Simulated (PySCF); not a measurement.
C7H19NSi.
Structure used (PBE0-D3(BJ)/def2-SVP), in Å, numbered top down from 1:
```xyz
28
C7H19NSi angstrom
C     -2.3343    0.1877   -1.3492
C     -2.0825    0.4407    0.1331
C     -3.2324    1.2270    0.7530
C     -0.7556    1.1613    0.3828
C      0.5082    0.4731   -0.1318
C      0.6978   -0.9254    0.4381
C      1.7273    1.3560    0.1521
N      2.9511    0.8391   -0.4148
Si     4.5052    0.9238    0.3396
H     -2.3429    1.1364   -1.9124
H     -1.5652   -0.4597   -1.7974
H     -3.3086   -0.3004   -1.5075
H     -2.0393   -0.5394    0.6419
H     -3.3313    2.2180    0.2788
H     -4.1925    0.7020    0.6288
H     -3.0742    1.3896    1.8307
H     -0.8194    2.1712   -0.0645
H     -0.6449    1.3226    1.4714
H      0.4334    0.3904   -1.2335
H      1.6714   -1.3325    0.1293
H      0.6763   -0.9022    1.5410
H     -0.0867   -1.6199    0.1029
H      1.5069    2.3847   -0.1988
H      1.8573    1.4350    1.2474
H      2.9207    0.7351   -1.4236
H      5.0932    2.3018    0.4653
H      4.4057    0.3729    1.7269
H      5.4424    0.1055   -0.4877
```

Level: PBE0/pcSseg-1 in PySCF, non-relativistic, on one gas-phase PBE0-D3(BJ)/def2-SVP geometry that isn't relaxed in the solvent. The solvent is an IEF-PCM continuum (cavity from Bondi-type radii × 1.2). Specific hydrogen bonds and non-electrostatic terms are outside this model.

Gas phase at PBE0/pcSseg-1: HOMO -6.70 eV, LUMO 0.77 eV, dipole 1.15 D.

What does the continuum do to the energy, the frontier levels and the dipole at PBE0/pcSseg-1 in cyclohexane?

```json
{"solvent": "cyclohexane", "ε": "2.017", "E(solvent) − E(gas) (kJ/mol)": "-3.19", "polarisation term (kJ/mol)": "-3.30", "distortion of the solute (kJ/mol)": "0.11", "HOMO (eV)": "-6.63", "LUMO (eV)": "0.83", "dipole (D)": "1.26"}
```

The polarisation term is half the interaction of the solute with the surface charges that it induces; the rest is the cost of distorting the solute's density. The sum is the electrostatic part of solvation alone.

Which radius a makes the point-dipole formula ΔE = −[(ε − 1)/(2ε + 1)]·μ²/a³ give the value in cyclohexane, with the gas-phase dipole?

μ = 0.452 au and |ΔE| = 0.00122 Eh give a = 1.71 Å; the farthest nucleus lies 5.33 Å from the centroid of the nuclei, so such a sphere wouldn't even hold the nuclei. The formula assumes a rigid point dipole at the centre of a sphere.

Give the dipole vector in the frame of the coordinates (D, pointing from negative to positive charge), gas and cyclohexane.

Gas (-0.92, 0.13, -0.68), solvent (-0.99, 0.16, -0.76). Its length changes by +10 % and its direction by 1°.

Which IAO charges (PBE0/pcSseg-1) respond most in cyclohexane (means over atoms taken as equivalent)?

```json
{"atoms": "H25", "environment": "N–H hydrogen", "gas (e)": "+0.253", "solvent (e)": "+0.258", "change": "+0.005"}
{"atoms": "H26/H27/H28", "environment": "Si–H hydrogen", "gas (e)": "-0.140", "solvent (e)": "-0.142", "change": "-0.002"}
{"atoms": "H19", "environment": "methine hydrogen", "gas (e)": "+0.113", "solvent (e)": "+0.115", "change": "+0.002"}
{"atoms": "C3", "environment": "methyl carbon", "gas (e)": "-0.405", "solvent (e)": "-0.407", "change": "-0.002"}
{"atoms": "N8", "environment": "silicon-bound nitrogen", "gas (e)": "-0.670", "solvent (e)": "-0.672", "change": "-0.002"}
{"atoms": "Si9", "environment": "SiH3 silicon", "gas (e)": "+0.725", "solvent (e)": "+0.727", "change": "+0.002"}
```

How do the nuclear quadrupole coupling constants eQVzz/h respond in cyclohexane?

| nucleus | Q (barn) | gas (MHz) | solvent (MHz) | η gas | η solvent |
| --- | --- | --- | --- | --- | --- |
| 14N at N8 | 0.02044 | -5.20 | -5.14 | 0.32 | 0.31 |
